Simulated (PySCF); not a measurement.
Here is a job for PySCF.
```python
from pyscf import gto, scf, dft
from pyscf.prop import polarizability

mol = gto.Mole()
mol.atom = '''
    B     0.28589783   -0.29983158    0.27163113
    Cl    1.93110362   -0.55152649   -0.17453163
    Cl   -0.33431165   -0.99367656    1.72181490
    Br   -0.81642722    0.79336028   -0.79034203
'''
mol.basis = 'cc-pvdz'
mol.verbose = 4
mol.build()

mf = dft.RKS(mol)
mf.xc = 'pbe'
mf.kernel()
alpha = mf.Polarizability().polarizability()[2, 2]
print('alpha_zz =', alpha)
```

Problem. Estimate the total energy that PBE/cc-pVDZ, polarisability (PySCF) returns for this input.

Solution. -3518.7028 Eh

Problem. Give the HOMO energy at the level PBE/cc-pVDZ, polarisability.

Solution. -7.15 eV

Problem. What is the computed HOMO-LUMO gap (PBE/cc-pVDZ, polarisability)?

Solution. 4.73 eV

Problem. What is the computed dipole moment (PBE/cc-pVDZ, polarisability)?

Solution. 0.04 D

Problem. What is the computed nuclear repulsion energy (PBE/cc-pVDZ, polarisability)?

Solution. 354.4444 Eh

Problem. Roughly what does it cost on one core?

Solution. around 12 core-seconds (rough).
